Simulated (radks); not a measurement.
Valence configurations of Bi3+. Calculated with a radial shooting solver on a logarithmic mesh with Libxc functionals: scalar-relativistic Kohn-Sham, PBE, spin-polarised, spherical densities, point nucleus; open shells are filled with parallel spins first (spin-orbit coupling, left out, can overturn this in heavy ions). Energies are relative to [Hg]; eigenvalues in eV for spin up.

| valence | E (eV) | moment (Bohr magnetons) | e(4f) | e(5d) | e(6p) | e(6s) |
|---|---|---|---|---|---|---|
| [Hg] | 0.000 | 0 | -180.69 | -54.816 | - | -39.999 |
| [Xe] 4f13 5d10 6s2 6p1 | 161.84 | 2 | -202.38 | -62.147 | -30.268 | -43.548 |
| [Xe] 4f14 5d9 6s2 6p1 | 28.229 | 2 | -187.60 | -60.327 | -30.065 | -43.224 |
| [Xe] 4f14 5d10 6s1.5 6p0.5 | 5.991 | 1 | -181.59 | -55.756 | -28.480 | -40.978 |
| [Xe] 4f14 5d9.5 6s2 6p0.5 | 13.855 | 1 | -184.15 | -57.589 | -28.870 | -41.645 |
| [Xe] 4f13 5d8 6s2 6p3 | 229.45 | 6 | -216.46 | -73.086 | -34.580 | -49.406 |
| [Xe] 4f14 5d10 6s1 6p1 | 11.590 | 2 | -182.45 | -56.651 | -29.269 | -41.889 |
| [Xe] 4f13 5d10 6s1 6p2 | 173.51 | 4 | -204.03 | -63.842 | -31.718 | -45.237 |
| [Xe] 4f13 5d8 6s1 6p4 | 244.25 | 6 | -218.15 | -74.637 | -35.290 | -50.399 |
| [Xe] 4f14 5d10 6p2 | 24.264 | 2 | -184.20 | -58.151 | -30.143 | - |

NIST lists [Hg] as the ground configuration; this level of theory agrees among the configurations tried. The energies are those of spherical high-spin densities, not of single terms.
